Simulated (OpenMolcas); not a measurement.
Mn3+ (d4) on a cation site of an ionic host was computed by SS-CASPT2, IPEA 0.25 Eh, imaginary shift 0.1 Eh with the d shell active (OpenMolcas, ANO-RCC-VDZP on the metal). Its lowest spin-free states, and all those of the highest spin:

```json
{"2S+1": "5", "Degeneracy": "2", "E (cm-1)": "0"}
{"2S+1": "3", "Degeneracy": "3", "E (cm-1)": "10100"}
{"2S+1": "5", "Degeneracy": "3", "E (cm-1)": "12720"}
{"2S+1": "1", "Degeneracy": "3", "E (cm-1)": "18520"}
{"2S+1": "3", "Degeneracy": "2", "E (cm-1)": "18540"}
{"2S+1": "3", "Degeneracy": "3", "E (cm-1)": "18870"}
{"2S+1": "3", "Degeneracy": "3", "E (cm-1)": "19830"}
{"2S+1": "1", "Degeneracy": "2", "E (cm-1)": "20100"}
{"2S+1": "3", "Degeneracy": "1", "E (cm-1)": "21240"}
{"2S+1": "3", "Degeneracy": "1", "E (cm-1)": "21730"}
{"2S+1": "1", "Degeneracy": "1", "E (cm-1)": "22900"}
{"2S+1": "3", "Degeneracy": "2", "E (cm-1)": "25000"}
```

**Question.** Is the site octahedral, tetrahedral or cube-like, axial, or of lower symmetry?

**Answer.** The states with 2S+1 = 5 have orbital degeneracies 2, 3. Threefold states need a cubic site. For d4 at this spin an octahedron puts the twofold E below the threefold T2 and a tetrahedron or cube puts the threefold T2 below the twofold E, so the site is octahedral. The first gap at this spin, 12700 cm-1, is |10Dq| in ligand-field theory. The run had Mn3+ with its 6 nearest fluoride ions at 2.033 Å, on the Y site of Cs2NaYF6 (a = 9.075 Å, distance in the model lattice 2.178 Å). The rest of the host is ab initio model potentials to 7.6 Å, with orthogonalisation functions on the cations behind the ligands, and point charges beyond; the distance is set by hand and nothing relaxes. Ligand basis ANO-RCC-VDZP.

Roots that are degenerate in the reference are averaged as groups; the widest CASPT2 spread within a group is 180 cm-1 (the 3-fold group of multiplicity 1 near 28800 cm-1 above the lowest state of its run). Shifts and gaps below about the spread of the groups concerned are not significant. Over all roots computed the reference weight is 0.71 to 0.73; a low but even weight reflects the number of correlated electrons. An orbital doublet at a regular site is open to a Jahn-Teller distortion, which this geometry leaves out. This shell can be high or low spin here, a state of another spin lies low, and with metal d orbitals alone active their balance is uncertain, so the ground spin may be wrong. Ligand-to-metal charge-transfer states are missing. These CASPT2 states fit no ligand-field parameters well, so their order and spin gaps are uncertain. With no ligand orbital active B as a rule stays too high, so bands that hang on it stand too high and its fall with covalency is understated. With one d shell and no ligand orbital active, 10Dq can be off by a tenth or more. Free-ion shares, where given, are those of the reference states; single-state CASPT2 does not remix them. No measured value stands beside these numbers; the geometry was set by hand and not optimised.
